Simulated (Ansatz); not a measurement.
`O[Si](F)([SiH3])S` + `[OH][Sc]([OH])[OH]` → `[OH][Sc]([OH])[O][SiH3]` + `O[SiH](F)S`  (cleavage of the Si–Si bond)

Program: Ansatz. Geometries: PBE0-D4/def2-TZVP. ΔE: electronic, gas phase. CCSD(T)/CBS adds triple-zeta CCSD(T) − MP2 to the extrapolated MP2 energy (def2 sets, frozen cores). Functionals use def2-TZVPP. For Sc outer-core shells are correlated without core-valence functions, which leaves a few kJ/mol of doubt a bond. Scalar relativity is left out up to krypton. One conformer a species, not always the lowest.

| level | ΔE (kcal/mol) |
| --- | --- |
| r2SCAN | -27.2 |
| HF/def2-QZVPP | -36.8 |

(1) What does CCSD(T)/CBS give? (An estimate is asked.)

Largest T1 diagnostic among the species: 0.016.

Answers

(1) The calculation gave: -29.2 kcal/mol. The listed levels differ from it by 2.0, -7.6 kcal/mol.

In def2-TZVPP, CCSD(T) changes the Hartree–Fock value by +6.6 kcal/mol (the triples alone add +0.9 kcal/mol) and MP2 by +5.1 kcal/mol. The D4 term adds +1.3 kcal/mol with B3LYP and +0.7 kcal/mol with PBE0; it sums over pairs of atoms, weighted by their polarisabilities, and B3LYP, whose exchange is more repulsive, gets the larger term.

B3LYP here is the variant with VWN-RPA as its local correlation; programs differ in this.
